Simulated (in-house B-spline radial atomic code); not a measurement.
Configurations of Yb8+, with energies counted from [Kr] 4d10 (4f5/2)6 (4f7/2)6 5s2 (5p1/2)2. All numbers are computed (Dirac-Hartree-Fock, average of each configuration as written; Fermi nucleus of rms radius 5.3108 fm) with a B-spline radial code for spherical atoms, not measured. Energies include first-order Breit, QED and recoil terms.

Occupations are held fixed; configurations that lie above the ionisation limit could autoionise.

```tsv
configuration	E - E(ref) (eV)	highest orbital	its <r> (bohr)
[Kr] 4d10 (4f5/2)5 (4f7/2)7 5s2 (5p1/2)2	2.1501	4f7/2	0.6581
[Kr] 4d10 (4f5/2)4 (4f7/2)8 5s2 (5p3/2)2	18.896	5p3/2	1.269
[Kr] 4d10 (4f5/2)4 (4f7/2)8 5s2 (5p1/2)1 (5g7/2)1	110.47	5g7/2	2.972
[Kr] 4d10 (4f5/2)3 (4f7/2)8 5s2 (5p3/2)2 (7p1/2)1	113.79	7p1/2	3.81
[Kr] 4d10 (4f5/2)6 (4f7/2)5 5s2 (5p1/2)1 (5p3/2)1 (9d5/2)1	128.04	9d5/2	8.797
[Kr] (4d3/2)4 (4d5/2)5 (4f5/2)6 (4f7/2)6 5s2 (5p3/2)2 8s1	310.02	8s1/2	5.257
```

(1) Order these further configurations by energy, lowest first.
A. [Kr] 4d10 (4f5/2)6 (4f7/2)6 5s2 (5p1/2)1 (5d3/2)1
B. [Kr] (4d3/2)4 (4d5/2)5 (4f5/2)4 (4f7/2)8 5s2 (5p1/2)1 (5p3/2)1 (8d3/2)1
C. [Kr] (4d3/2)4 (4d5/2)5 (4f5/2)5 (4f7/2)7 5s2 (5p3/2)2 7s1
D. [Kr] 4d10 (4f5/2)4 (4f7/2)8 5s2 (5p1/2)1 (5p3/2)1
E. [Kr] (4d3/2)3 (4d5/2)6 (4f5/2)4 (4f7/2)8 5s2 (5p1/2)1 (5p3/2)1 6s1

(2) How far above the reference does [Kr] 4d10 (4f5/2)4 (4f7/2)7 5s2 (5p1/2)2 (7d5/2)1 lie?

## Answers

(1) D (10.348 eV), A (47.312 eV), E (258.95 eV), C (295.91 eV), B (313.68 eV).

(2) 105.79 eV; its least bound orbital is 7d5/2 with <r> = 4.526 bohr.
